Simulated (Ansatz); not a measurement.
Dissociation curve of GaH, singlet.

Levels of theory: RHF/cc-pVDZ (Ansatz, an electronic-structure program); RMP2 = MP2 on RHF/cc-pVDZ, cores with 3d frozen run with Ansatz; UHF/cc-pVDZ (Ansatz); UMP2 = MP2 on UHF/cc-pVDZ, cores with 3d frozen run with Ansatz; UCCSD = CCSD on UHF/cc-pVDZ, cores with 3d frozen (Ansatz); UCCSD(T) = CCSD(T) on UHF/cc-pVDZ, cores with 3d frozen (Ansatz); RKS-B3LYP = restricted B3LYP/cc-pVDZ in Ansatz; UKS-B3LYP = unrestricted B3LYP/cc-pVDZ (Ansatz); RKS-CAM-B3LYP = restricted CAM-B3LYP/cc-pVDZ (Ansatz); UKS-CAM-B3LYP = unrestricted CAM-B3LYP/cc-pVDZ run with Ansatz; RKS-PBE = restricted PBE/cc-pVDZ run with Ansatz; UKS-PBE = unrestricted PBE/cc-pVDZ (Ansatz); FCI = Ansatz with full CI/cc-pVDZ, cores with 3d frozen.

All curves are set to zero at 1.68 Å and compared with full CI in the same basis at 1.68, 1.72, 1.78, 1.81, 1.92, 2.07, 2.27, 2.54, 2.77, 2.99, 3.39, 3.65, 4.20, 4.54, 5.04, 5.91, 6.65 Å.

**Question.** Which method stays most parallel to full CI over these points, and which least?

**Answer.** UCCSD(T) has the smallest spread and RHF the largest. In order (kJ/mol): UCCSD(T) 9.22, UCCSD 13.10, UKS-PBE 16.66, UKS-CAM-B3LYP 17.92, UKS-B3LYP 18.66, UMP2 52.70, UHF 83.63, RKS-PBE 101.98, RMP2 126.82, RKS-B3LYP 134.66, RKS-CAM-B3LYP 212.64, RHF 291.70.

Errors against full CI at some of the points (kJ/mol):

```tsv
method	2.07 Å	2.54 Å	3.39 Å	4.20 Å	6.65 Å
UCCSD(T)	0.3	1.8	8.5	3.8	-0.7
UCCSD	1.0	4.6	11.4	3.1	-1.7
UKS-PBE	-7.3	-11.0	-1.9	1.1	5.4
UKS-CAM-B3LYP	2.0	9.7	14.6	12.1	13.9
UKS-B3LYP	-3.9	-3.7	2.6	4.7	13.9
UMP2	4.9	33.7	10.5	-10.9	-16.5
UHF	6.4	11.7	-40.6	-65.6	-71.9
RKS-PBE	-7.3	-11.0	5.0	38.0	91.0
RMP2	4.9	16.2	55.3	102.6	88.8
RKS-B3LYP	-3.9	-3.7	19.8	60.6	129.9
RKS-CAM-B3LYP	2.0	9.7	48.9	106.7	212.6
RHF	6.4	20.7	73.4	147.8	291.7
```

The restricted form behind RHF, RMP2, RKS-B3LYP, RKS-CAM-B3LYP, RKS-PBE keeps the bonding electrons paired and can't separate into open-shell fragments. The T1 diagnostic of CCSD on the restricted reference of RMP2 exceeds 0.045 at 2.77 to 6.65 Å. The unrestricted determinant behind UHF, UMP2, UCCSD, UCCSD(T) is spin-contaminated at 1.25 to 1.44, 2.54 to 6.65 Å (<S²> up to 1.0, against 0.00 for a pure singlet). The unrestricted determinant behind UKS-B3LYP is spin-contaminated at 2.99 to 6.65 Å (<S²> up to 1.0, against 0.00 for a pure singlet). The unrestricted determinant behind UKS-CAM-B3LYP is spin-contaminated at 2.77 to 6.65 Å (<S²> up to 1.0, against 0.00 for a pure singlet). The unrestricted determinant behind UKS-PBE is spin-contaminated at 3.39 to 6.65 Å (<S²> up to 1.0, against 0.00 for a pure singlet). Also computed but left out beside FCI, since their determinant holds another spin at the minimum (<S²> over 0.7 above the pure value): UHF/STO-3G.
